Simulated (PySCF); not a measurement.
Mg(Br)(NH2), SMILES [NH2][Mg][Br] (PBE0/def2-SVP optimised geometry):

```
5

Mg     0.066     0.002     0.000
Br     2.421     0.002     0.000
N     -1.815    -0.001    -0.003
H     -2.421     0.401     0.706
H     -2.415    -0.401    -0.718
```

Computed with PySCF 2.14.0 with PBE0/def2-TZVP.

What are the frontier orbital energies and the dipole moment?

HOMO-2 -8.09 eV, HOMO-1 -8.09 eV, HOMO -6.66 eV, LUMO -1.32 eV, LUMO+1 0.00 eV; dipole moment 2.30 D.

On the same geometry PBE/def2-TZVP (PySCF) gives HOMO-2 -6.84 eV, HOMO-1 -6.83 eV, HOMO -5.30 eV, LUMO -2.03 eV, LUMO+1 -0.66 eV; dipole moment 2.26 D.

Meta-Löwdin charges at PBE0/def2-TZVP: Mg1 1.43, Br2 -0.74, N3 -1.13, H4 0.22, H5 0.22.
